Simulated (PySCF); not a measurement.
Si(Me)(Cl)3 (CH₃Cl₃Si), SMILES C[Si](Cl)(Cl)Cl. Atoms are numbered in the order given.

```xyz
8

C      0.0000     0.0000     2.1096
Si     0.0000     0.0000     0.2562
Cl     1.6747    -0.9669    -0.4648
Cl    -1.6747    -0.9669    -0.4648
Cl     0.0000     1.9338    -0.4648
H      0.8956     0.5171     2.4865
H     -0.8956     0.5171     2.4865
H      0.0000    -1.0342     2.4865
```

Geometry optimised at B3LYP-D3(BJ)/def2-SVP. The isomer is the one that the SMILES or the coordinates give; other isomers of the formula were not compared.

Method: PBE/def2-TZVP (PySCF).

Gas-phase values at a fixed geometry.

Computed frontier levels, gap, dipole moment and polarisability:
| Quantity | Value |
|---|---|
| highest occupied level | -7.74 eV |
| lowest empty level | -1.08 eV |
| orbital gap | 6.66 eV |
| dipole moment | 1.98 D |
| quadrupole, principal values (traceless, Buckingham form, about the centre of nuclear charge) | -2.00, -2.00, 3.99 D·Å |
| mean static polarisability | 72.4 bohr³ (10.73 Å³) |
| polarisability, principal values | 68.8, 74.2, 74.2 bohr³ |
